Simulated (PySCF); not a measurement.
Isomers of C5H13NOSi, mass 131.077 u with the commonest isotopes. Method used: PBE0/pcSseg-1 in PySCF (dipole) on a GFN2-xTB geometry, gas phase. One conformer each, none proved a minimum here; rigid rotors.

Problem. Order these by rotational constant B, largest first.
A. `[NH2:1][Si@@H:2]([OH:3])[CH:4]1[CH2:5][CH2:6][CH2:7][CH2:8]1` with H–N1–Si2–O3 52° and -173°, N1–Si2–O3–H 53°, N1–Si2–C4–C5 -65°, Si2–C4–C5–C6 -164°, C4–C5–C6–C7 25°, C5–C6–C7–C8 0°, C6–C7–C8–C4 -25°
B. `[CH3:1][CH2:2][O:3][SiH2:4][C@@H:5]1[CH2:6][CH2:7][NH:8]1` with C1–C2–O3–Si4 -60°, C2–O3–Si4–C5 -58°, O3–Si4–C5–C6 -73°, Si4–C5–C6–C7 -103°, C5–C6–C7–N8 -14°, C6–C7–N8–C5 15°, Si4–C5–N8–C7 102°
C. `[CH2:1]=[C:2]([CH2:3][CH3:4])[Si@H:5]([NH2:6])[O:7][CH3:8]` with C1–C2–C3–C4 -114°, C1–C2–Si5–N6 90°, C2–Si5–N6–H 24° and -115°, C2–Si5–O7–C8 -65°
D. `[CH3:1][CH2:2][C@@H:3]1[CH2:4][CH2:5][O:6][Si@H:7]1[NH2:8]` with C1–C2–C3–C4 -173°, O6–Si7–N8–H -37° and -171°, C2–C3–C4–C5 -88°, C3–C4–C5–O6 -41°, C4–C5–O6–Si7 29°, C5–O6–Si7–N8 -122°
E. `[CH3:1][C:2](=[O:3])[C@@H:4]([CH3:5])[CH2:6][NH:7][SiH3:8]` with C1–C2–C4–C5 106°, C2–C4–C6–N7 72°, C4–C6–N7–Si8 -87°

Solution. D (1465 MHz), E (1182 MHz), C (1138 MHz), A (1004 MHz), B (814.4 MHz).

Problem. Order these by rotational constant A, smallest first.
A. `[CH3:1][C:2](=[O:3])[C@@H:4]([CH3:5])[CH2:6][NH:7][SiH3:8]` with C1–C2–C4–C5 106°, C2–C4–C6–N7 72°, C4–C6–N7–Si8 -87°
B. `[NH2:1][Si@@H:2]([OH:3])[CH:4]1[CH2:5][CH2:6][CH2:7][CH2:8]1` with H–N1–Si2–O3 52° and -173°, N1–Si2–O3–H 53°, N1–Si2–C4–C5 -65°, Si2–C4–C5–C6 -164°, C4–C5–C6–C7 25°, C5–C6–C7–C8 0°, C6–C7–C8–C4 -25°
C. `[CH3:1][CH2:2][C@@H:3]1[CH2:4][CH2:5][O:6][Si@H:7]1[NH2:8]` with C1–C2–C3–C4 -173°, O6–Si7–N8–H -37° and -171°, C2–C3–C4–C5 -88°, C3–C4–C5–O6 -41°, C4–C5–O6–Si7 29°, C5–O6–Si7–N8 -122°
D. `[CH2:1]=[C:2]([CH2:3][CH3:4])[Si@H:5]([NH2:6])[O:7][CH3:8]` with C1–C2–C3–C4 -114°, C1–C2–Si5–N6 90°, C2–Si5–N6–H 24° and -115°, C2–Si5–O7–C8 -65°
E. `[CH3:1][CH2:2][O:3][SiH2:4][C@@H:5]1[CH2:6][CH2:7][NH:8]1` with C1–C2–O3–Si4 -60°, C2–O3–Si4–C5 -58°, O3–Si4–C5–C6 -73°, Si4–C5–C6–C7 -103°, C5–C6–C7–N8 -14°, C6–C7–N8–C5 15°, Si4–C5–N8–C7 102°

Solution. C (2209 MHz), A (2271 MHz), D (2450 MHz), B (3255 MHz), E (4046 MHz).

Problem. Order these by radius of gyration √(Σ m r²/M), largest first.
A. `[CH2:1]=[C:2]([CH2:3][CH3:4])[Si@H:5]([NH2:6])[O:7][CH3:8]` with C1–C2–C3–C4 -114°, C1–C2–Si5–N6 90°, C2–Si5–N6–H 24° and -115°, C2–Si5–O7–C8 -65°
B. `[CH3:1][CH2:2][C@@H:3]1[CH2:4][CH2:5][O:6][Si@H:7]1[NH2:8]` with C1–C2–C3–C4 -173°, O6–Si7–N8–H -37° and -171°, C2–C3–C4–C5 -88°, C3–C4–C5–O6 -41°, C4–C5–O6–Si7 29°, C5–O6–Si7–N8 -122°
C. `[CH3:1][CH2:2][O:3][SiH2:4][C@@H:5]1[CH2:6][CH2:7][NH:8]1` with C1–C2–O3–Si4 -60°, C2–O3–Si4–C5 -58°, O3–Si4–C5–C6 -73°, Si4–C5–C6–C7 -103°, C5–C6–C7–N8 -14°, C6–C7–N8–C5 15°, Si4–C5–N8–C7 102°

Solution. C (2.294 Å), A (2.146 Å), B (2.002 Å).

```tsv
SMILES	point group	Ia (u·Å²)	Ib (u·Å²)	Ic (u·Å²)	κ	μa (D)	μb (D)	μc (D)
C=C(CC)[Si@H](N)OC	C1	206.30	444.20	556.70	-0.70	0.62	1.04	0.50
CC[C@@H]1CCO[Si@H]1N	C1	228.73	345.07	476.40	-0.30	0.69	0.75	0.58
CC(=O)[C@@H](C)CN[SiH3]	C1	222.58	427.43	535.74	-0.64	1.31	1.05	2.96
N[Si@@H](O)C1CCCC1	C1	155.26	503.53	546.75	-0.93	0.07	1.72	0.20
CCO[SiH2][C@@H]1CCN1	C1	124.92	620.56	633.95	-0.99	0.80	0.50	0.28
```
